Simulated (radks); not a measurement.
The germanium ion Ge+ inside a hard spherical wall (all orbitals vanish at R), configuration held at [Ar] 3d10 4s2 4p1 and not refilled when levels cross. Calculated with a radial shooting solver on a logarithmic mesh with Libxc functionals: non-relativistic Kohn-Sham, LDA (Slater exchange, VWN5 correlation), spin-unpolarised, spherical densities, point nucleus. Eigenvalues in eV, with the zero of energy where the potential of the charges vanishes at infinity; a dash marks a level that is unbound or too diffuse for the functional's potential to be trusted. A positive occupied level is held by the wall or, in an anion where self-interaction has pushed it up, behind a barrier. The pressure on the wall is -dE/dV.

R (bohr)  E (hartree)  kinetic (hartree)    e(3p)    e(3d)    e(4s)    e(4p)  e(5s, empty)  e(4d, empty)  pressure (GPa)
free      -2073.52588           2071.521  -123.21  -39.445  -19.751  -11.487        -4.457        -3.048               0
20        -2073.52588           2071.521  -123.21  -39.445  -19.751  -11.487        -4.457        -3.048        < 0.0001
15        -2073.52588           2071.521  -123.21  -39.445  -19.751  -11.487        -4.454        -3.042        < 0.0001
12        -2073.52588           2071.521  -123.21  -39.445  -19.751  -11.487        -4.416        -3.003        < 0.0001
7         -2073.52444           2071.535  -123.13  -39.360  -19.687  -11.400        -2.489        -1.919           0.108
6         -2073.51900           2071.578  -122.91  -39.151  -19.526  -11.160        -0.133        -0.792           0.698
5         -2073.49296           2071.744  -122.24  -38.486  -18.970  -10.321         5.427         1.709            4.85
4         -2073.36432           2072.395  -120.24  -36.532  -16.969   -7.422        19.697         7.847            38.2
3.5       -2073.15992           2073.270  -118.13  -34.478  -14.338   -3.822        34.801        14.195             116
2         -2067.48749           2092.567  -93.294   -9.172   38.870   58.330        230.95        93.534            7940
1.5       -2052.37218           2139.724  -55.059   32.963   153.55   178.26        537.35        215.22           62100
